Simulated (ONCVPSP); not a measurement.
## Scattering properties, ONCV potential for Pd (Z = 46)

* Element: Pd (Z = 46)
* Generator: ONCVPSP 4.0.1
* Type: optimised norm-conserving Vanderbilt (ONCV)
* Functional: PBE
* Relativity: scalar-relativistic
* Frozen core: [Ar] 3d10
* Valence charge: 18
* Reference configuration: 4s2 4p6 4d9 5s1
* Partial waves: 4s+5s: rc 1.35 bohr, ncon 3, nbas 7, qcut 9.6 1/bohr, 2 projectors; 4p: rc 1.65 bohr, ncon 4, nbas 8, qcut 6.4 1/bohr, 2 projectors, debl 2.3 Ha; 4d: rc 1.35 bohr, ncon 4, nbas 9, qcut 12.9 1/bohr, local; f scattering state at 0.47 Ha: rc 1.65 bohr, ncon 4, nbas 7, qcut 6.4 1/bohr, 2 projectors, debl 3.8 Ha
* Local potential: the d channel
* Core correction: none

The phase is arctan(r·R′/R) of the radial function R(r), unwrapped; energies in Ha, scanned from -5 to 5 Ha. A pole is an energy at which the radial function vanishes at the test radius. The pseudo phase is shifted by a multiple of π to meet the all-electron one at the reference energy, and phase errors are pseudo minus all-electron; the curves can meet again beyond the range given. Levels narrower than the energy grid can be missing from the lists of poles.

```json
{"channel": "s", "radius (bohr)": "1.37", "reference energy (Ha)": "-0.16", "poles, all-electron": "-2.13", "poles, pseudo": "-2.13", "unbroken range about the reference energy with phases within 0.05 rad": "the whole range", "phase error 1 Ha above the reference energy (rad)": "-0.000"}
{"channel": "p", "radius (bohr)": "1.68", "reference energy (Ha)": "-2.00", "poles, all-electron": "-1.54", "poles, pseudo": "-1.54", "unbroken range about the reference energy with phases within 0.05 rad": "the whole range", "phase error 1 Ha above the reference energy (rad)": "-0.000"}
{"channel": "d", "radius (bohr)": "1.37", "reference energy (Ha)": "-0.25", "poles, all-electron": "2.08", "poles, pseudo": "2.06", "unbroken range about the reference energy with phases within 0.05 rad": "the whole range", "phase error 1 Ha above the reference energy (rad)": "-0.001"}
{"channel": "f", "radius (bohr)": "1.68", "reference energy (Ha)": "0.47", "poles, all-electron": "3.17", "poles, pseudo": "3.17", "unbroken range about the reference energy with phases within 0.05 rad": "the whole range", "phase error 1 Ha above the reference energy (rad)": "+0.000"}
```

Phases in the d channel:

| E (Ha) | all-electron | pseudo |
| --- | --- | --- |
| -4.96 | 1.228 | 1.227 |
| -4.48 | 1.197 | 1.196 |
| -4.00 | 1.157 | 1.156 |
| -3.52 | 1.103 | 1.102 |
| -3.04 | 1.028 | 1.026 |
| -2.56 | 0.913 | 0.910 |
| -2.08 | 0.723 | 0.720 |
| -1.60 | 0.385 | 0.382 |
| -1.12 | -0.165 | -0.167 |
| -0.64 | -0.721 | -0.722 |
| -0.16 | -1.069 | -1.069 |
| 0.32 | -1.266 | -1.266 |
| 0.80 | -1.388 | -1.388 |
| 1.28 | -1.472 | -1.473 |
| 1.76 | -1.535 | -1.537 |
| 2.24 | -1.587 | -1.590 |
| 2.72 | -1.634 | -1.638 |
| 3.20 | -1.679 | -1.685 |
| 3.68 | -1.726 | -1.734 |
| 4.16 | -1.778 | -1.790 |
| 4.64 | -1.842 | -1.860 |
